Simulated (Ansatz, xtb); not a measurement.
**C4H4O2S: which of two isomers lies lower**

Structure X is `Oc1csc(O)c1`, a singlet and structure Y is `Oc1cscc1O`, a singlet. Both are isolated molecules in the gas phase, relaxed with PBE-D3(BJ)/def2-SVP; the shapes shown needn't be the lowest conformers.

X (Å):

```csv
atom,x (Å),y (Å),z (Å)
C,-1.7361,-1.5109,0.1416
C,-0.7023,-2.4076,0.3538
C,0.0666,-0.1653,-0.4645
C,-1.3038,-0.2250,-0.3275
O,-3.0632,-1.7440,0.3333
O,0.7679,0.9130,-0.8865
S,0.8418,-1.6785,-0.0241
H,-3.1710,-2.6593,0.6500
H,-0.7474,-3.4446,0.7054
H,1.7192,0.7016,-0.8980
H,-1.9801,0.6087,-0.5497
```

Y (Å):

```xyz
11

C    -1.2466   -1.5468   -0.0748
C    -0.5911   -2.1455   -1.1317
C     0.4555    0.0245   -0.4285
C    -0.6499   -0.2996    0.3337
O    -2.3513   -1.9562    0.6217
O    -1.1526    0.4374    1.3568
S     0.7674   -1.1843   -1.6381
H    -2.6688   -2.8043    0.2650
H    -0.8273   -3.0889   -1.6376
H     1.0943    0.9089   -0.3360
H    -1.9302   -0.0529    1.6925
```

Estimate which is lower in electronic energy at CCSD(T)/def2-SVP + ΔMP2/def2-TZVPP, and by roughly how much.

The CCSD(T)/def2-SVP + ΔMP2/def2-TZVPP calculation puts structure Y lower, by 16.0 kJ/mol.

How the difference moves with the method:

```json
{"level": "PBE-D3(BJ)/def2-SVP", "geometry": "PBE-D3(BJ)/def2-SVP", "E(Y) − E(X) (kJ/mol)": "−13.1", "departure from the last row (kJ/mol)": "+2.8", "job, with rough time for the two": "optimisation, 47 s"}
{"level": "HF/def2-SVP", "geometry": "PBE-D3(BJ)/def2-SVP", "E(Y) − E(X) (kJ/mol)": "−10.9", "departure from the last row (kJ/mol)": "+5.1", "job, with rough time for the two": "part of the CCSD(T) run"}
{"level": "MP2/def2-SVP", "geometry": "PBE-D3(BJ)/def2-SVP", "E(Y) − E(X) (kJ/mol)": "−17.0", "departure from the last row (kJ/mol)": "−1.1", "job, with rough time for the two": "part of the CCSD(T) run"}
{"level": "CCSD(T)/def2-SVP", "geometry": "PBE-D3(BJ)/def2-SVP", "E(Y) − E(X) (kJ/mol)": "−15.1", "departure from the last row (kJ/mol)": "+0.9", "job, with rough time for the two": "single point"}
{"level": "CCSD(T)/def2-SVP + ΔMP2/def2-TZVPP", "geometry": "PBE-D3(BJ)/def2-SVP", "E(Y) − E(X) (kJ/mol)": "−16.0", "departure from the last row (kJ/mol)": "", "job, with rough time for the two": "single point, 50 s"}
```

As drawn, both hold the same kinds of bond in the same numbers.

None of the levels shown reverses the order. The largest departure from CCSD(T)/def2-SVP + ΔMP2/def2-TZVPP is that of HF/def2-SVP, 5.1 kJ/mol. Levels run at GFN2-xTB geometries aren't shown. The last row adds to CCSD(T) the change of the MP2 difference between the two basis sets, here −0.9 kJ/mol.

With thermal terms from frequencies at re-optimised GFN2-xTB minima (ideal gas, soft modes damped towards free rotors, one conformer each, 298.15 K, 1 atm): the zero-point term adds +0.9 kJ/mol; ΔH is −15.4 and ΔG −14.7 kJ/mol.

The correlated steps freeze 11 core orbitals. Run with Ansatz 0.2.0, xtb 6.7.1; the last row on 2 threads of Intel(R) Xeon(R) Platinum 8488C (Sapphire Rapids) on a shared host.
